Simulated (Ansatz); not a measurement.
Ideal-gas functions of Cl2H2NY (`[NH2][Y]([Cl])[Cl]`) at 500 K and 1 bar, from an Ansatz frequency run at PBE0-D4/def2-TZVP.

Molar mass 175.84 g/mol, point group C2v (symmetry number 2), electronic degeneracy 1, moments of inertia 150.797, 347.299, 498.096 u Å². Harmonic wavenumbers (cm⁻¹, unscaled): 44, 76, 105, 329, 340, 358, 442, 559, 596, 1546, 3531, 3617.

Use S(trans) = R[1.5 ln M + 2.5 ln T − 1.1517]; rotational temperatures θ = 24.2544 K / I; S(rot) = R[ln(√π/σ · √(T³/θAθBθC)) + 1.5]; for each mode x = 1.438777 ν̃/T, S = R[x/(eˣ − 1) − ln(1 − e⁻ˣ)] and H = RT x/(eˣ − 1); 1 cm⁻¹ = 0.0119627 kJ/mol; R = 8.31446 J/(mol·K).

Question: By hand: the entropy, in J/(mol·K).

Answer: Translation 184.1. Rotation: θ = 0.1608, 0.0698, 0.0487 K, giving 120.2. Vibration, mode by mode: 25.50, 20.97, 18.30, 9.07, 8.82, 8.43, 6.85, 5.20, 4.78, 0.54, 0.00, 0.00, in all 108.5. Electronic 0.0. Sum 412.8 J/(mol·K).

Question: By hand: H − E and G − E in kJ/mol, counted from the electronic energy.

Answer: Zero-point energy ½ × 11543 × 0.0119627 = 69.0; thermal vibration 24.0; translation, rotation and pV give 4 RT = 16.6. H − E = 109.6 kJ/mol, and G − E = 109.6 − 500 × 412.8/1000 = -96.8 kJ/mol.

Vibration gives 26 % of the entropy, 64.8 J/(mol·K) of it from the modes under 150 cm⁻¹: soft modes count most, and the harmonic formula is weakest for them. The sum counts one conformer and one mirror image; others add a mixing term.
